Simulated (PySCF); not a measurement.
Compound: C₂H₈O₃Si₂.
Atom-mapped SMILES: `[O:1]=[C:2]([CH2:3][O:4][SiH3:5])[O:6][SiH3:7]` (hydrogens: H8, H9 on C3; H10, H11, H12 on Si5; H13, H14, H15 on Si7)

The same species was optimised twice, with GFN2-xTB and with PBE0-D3(BJ)/def2-SVP (PySCF), and the same property calculations (PySCF, gas phase) were run on both structures.

| coordinate | GFN2-xTB | PBE0-D3(BJ)/def2-SVP | change |
| --- | --- | --- | --- |
| O6–Si7 (Å) | 1.666 | 1.721 | +0.055 |
| O4–Si5 (Å) | 1.623 | 1.667 | +0.044 |
| C2–O6 (Å) | 1.310 | 1.326 | +0.016 |
| C2–C3 (Å) | 1.522 | 1.513 | -0.009 |
| C3–O4 (Å) | 1.382 | 1.386 | +0.004 |
| O1=C2 (Å) | 1.203 | 1.206 | +0.003 |
| C2–O6–Si7 (°) | 123.0 | 116.8 | -6.2 |
| C3–O4–Si5 (°) | 129.4 | 124.8 | -4.6 |
| C2–C3–O4 (°) | 111.6 | 112.9 | +1.3 |
| C3–C2–O6 (°) | 113.9 | 115.1 | +1.2 |
| O1–C2–C3 (°) | 122.6 | 122.0 | -0.6 |
| O1–C2–O6 (°) | 123.5 | 123.0 | -0.5 |
| O1–C2–C3–O4 (°) | 171 | 172 | +1 |
| C2–C3–O4–Si5 (°) | 179 | 177 | -2 |
| O1–C2–O6–Si7 (°) | 0 | -1 | -1 |

Rotational constants: A = 4069, B = 787.0, C = 672.8 MHz (GFN2-xTB) against A = 4563, B = 738.2, C = 648.1 MHz (PBE0-D3(BJ)/def2-SVP).

On the GFN2-xTB structure: lowest singlet, TDDFT (eV) 5.87 [CAM-B3LYP/def2-SVPD]; lowest triplet, Tamm–Dancoff (eV) 5.38 [CAM-B3LYP/def2-SVPD]; isotropic polarisability (au) 84.8 [CAM-B3LYP/def2-SVPD]; HOMO (eV) -9.69 [CAM-B3LYP/def2-SVPD]; LUMO (eV) 0.68 [CAM-B3LYP/def2-SVPD]; dipole (D) 1.52 [CAM-B3LYP/def2-SVPD]; HOMO (eV) -8.13 [PBE0/pcSseg-1]; LUMO (eV) -0.06 [PBE0/pcSseg-1]; dipole (D) 1.39 [PBE0/pcSseg-1]; GIAO shielding of O1 (ppm) -97.9 [PBE0/pcSseg-1]; GIAO shielding of C2 (ppm) 9.5 [PBE0/pcSseg-1]; GIAO shielding of C3 (ppm) 119.3 [PBE0/pcSseg-1]; GIAO shielding of O4 (ppm) 327.7 [PBE0/pcSseg-1]; GIAO shielding of Si5 (ppm) 385.6 [PBE0/pcSseg-1]; GIAO shielding of O6 (ppm) 148.4 [PBE0/pcSseg-1]; GIAO shielding of Si7 (ppm) 387.7 [PBE0/pcSseg-1].

Question: What do these properties become on the PBE0-D3(BJ)/def2-SVP structure?

Answer: 
```csv
property,level,on GFN2-xTB,on PBE0-D3(BJ)/def2-SVP,change
"lowest singlet, TDDFT (eV)",CAM-B3LYP/def2-SVPD,5.87,5.91,+0.04
"lowest triplet, Tamm–Dancoff (eV)",CAM-B3LYP/def2-SVPD,5.38,5.43,+0.05
isotropic polarisability (au),CAM-B3LYP/def2-SVPD,84.8,87.5,+2.7
HOMO (eV),CAM-B3LYP/def2-SVPD,-9.69,-9.81,-0.12
LUMO (eV),CAM-B3LYP/def2-SVPD,0.68,0.68,0.00
dipole (D),CAM-B3LYP/def2-SVPD,1.52,1.38,-0.14
"energy, GFN2-xTB geometry as zero (kcal/mol)",CAM-B3LYP/def2-SVPD,0.0,-4.8,-4.8
HOMO (eV),PBE0/pcSseg-1,-8.13,-8.27,-0.14
LUMO (eV),PBE0/pcSseg-1,-0.06,-0.14,-0.08
dipole (D),PBE0/pcSseg-1,1.39,1.25,-0.14
"energy, GFN2-xTB geometry as zero (kcal/mol)",PBE0/pcSseg-1,0.0,-4.8,-4.8
GIAO shielding of O1 (ppm),PBE0/pcSseg-1,-97.9,-98.3,-0.4
GIAO shielding of C2 (ppm),PBE0/pcSseg-1,9.5,6.4,-3.1
GIAO shielding of C3 (ppm),PBE0/pcSseg-1,119.3,118.4,-0.9
GIAO shielding of O4 (ppm),PBE0/pcSseg-1,327.7,325.9,-1.8
GIAO shielding of Si5 (ppm),PBE0/pcSseg-1,385.6,381.8,-3.8
GIAO shielding of O6 (ppm),PBE0/pcSseg-1,148.4,132.6,-15.8
GIAO shielding of Si7 (ppm),PBE0/pcSseg-1,387.7,383.6,-4.1
```

The heavy atoms differ by 0.101 Å rms after alignment. Among bonds between heavy atoms O6–Si7 changes most (+0.055 Å). Changes are differences of the printed values. Neither structure is proved a minimum here.

The values belong to the conformer `[O:1]=[C:2]([CH2:3][O:4][SiH3:5])[O:6][SiH3:7]`: O1–C2–C3–O4 172°, C2–C3–O4–Si5 177°, O1–C2–O6–Si7 -1°.
